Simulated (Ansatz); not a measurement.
**Match the barriers**

Saddle point of SiH$_{4}$Cl$_{2}$F$_{2}$, closed shell (SiH₂Cl₂ ([Cl][SiH2][Cl]) + HF + HF → SiHCl₂F ([F][SiH]([Cl])[Cl]) + HF + H₂; bonds formed: Si1–F7, H2–H8, H6–F9; bonds broken: Si1–H2, H6–F7, H8–F9), PBE0-D4/def2-TZVP structure:

Si1  (-0.625, 0.313, -0.583)
H2  (-0.503, -0.360, 0.906)
Cl3  (-0.151, -1.128, -1.940)
Cl4  (-2.664, -0.018, -0.221)
H5  (-0.743, 1.705, -1.033)
H6  (1.605, 0.038, 0.565)
F7  (1.144, 0.749, -0.276)
H8  (0.380, -0.616, 1.198)
F9  (1.558, -0.683, 1.385)
(Å)

Computed with Ansatz 0.2.0 (basis: def2-TZVPP, with def2-QZVPP for the basis limit); correlated methods freeze the cores. B3LYP uses VWN-RPA correlation. Extrapolation: Hartree–Fock as exp(−7.88 √X), correlation as X^−2.97. Four methods, as single points on the PBE0-D4 structures, gave these electronic barriers from the start structure: 1.249, 1.410, 1.562, 2.386 eV.

Task: The methods were, in alphabetical order, B3LYP-D4, BLYP-D4, CCSD(T), HF. Which gave which? (A judgement: the text doesn't fix the answer.)

Result: By the calculation: BLYP-D4 1.249; B3LYP-D4 1.410; CCSD(T) 1.562; HF 2.386 eV. For comparison, CCSD(T) at an estimated basis limit (MP2 extrapolated from triple and quadruple zeta, plus CCSD(T) − MP2 in triple zeta) gives 1.569 eV.

No T1 diagnostic of these runs exceeds 0.011.

Labels in which every atom is bracketed show which atoms are joined, not bond orders.

For scale, one of the runs: CCSD(T)/def2-TZVPP, 244 basis functions, launched by `ansatz run in.yaml --threads 8 --pin off --events-out ev --progress --plain --max-ram 19148MiB`. Hardware: 8 CPU threads of an Arm Neoverse V1, shared host. Wall time 98 s; peak host memory 4.8 GiB.
